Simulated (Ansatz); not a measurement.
Reaction (ligand exchange at a Ge–C bond): `[SiH3][CH2][GeH2][Cl]` + H–F → `[F][GeH2][Cl]` + `C[SiH3]`

Calculated with Ansatz (gas phase, PBE0-D4/def2-TZVP geometries, no zero-point term in ΔE). CCSD(T)/CBS is the MP2 limit (def2-TZVPP, def2-QZVPP) plus CCSD(T) − MP2 in def2-TZVPP, frozen cores. This one scheme is used for every species. Functionals use def2-TZVPP. B3LYP here is the variant with VWN-RPA as its local correlation; programs differ in this. For Ge outer-core shells are correlated without core-valence functions, which leaves a few kJ/mol of doubt a bond. Scalar relativity is left out up to krypton. Each species was taken in one conformer, which may not be the lowest.

Is it downhill or uphill in electronic energy at CCSD(T)/CBS, and by how much? (Estimate.)

Computed: Downhill: ΔE = -12.9 kcal/mol.

What do these levels give: PBE0-D4, ωB97X-V, r2SCAN, B3LYP, HF/def2-QZVPP, MP2/def2-QZVPP? (Estimate.)

Computed: PBE0-D4 -14.2, ωB97X-V -16.9, r2SCAN -17.8, B3LYP -19.9, HF/def2-QZVPP -22.3, MP2/def2-QZVPP -12.5 kcal/mol.

Largest T1 diagnostic among the species: 0.011.

In def2-TZVPP, CCSD(T) changes the Hartree–Fock value by +7.6 kcal/mol (the triples alone add +0.7 kcal/mol) and MP2 by +8.7 kcal/mol. From PBE to PBE0 (25 % exact exchange), in def2-TZVPP and without D4, ΔE moves by +1.0 kcal/mol.
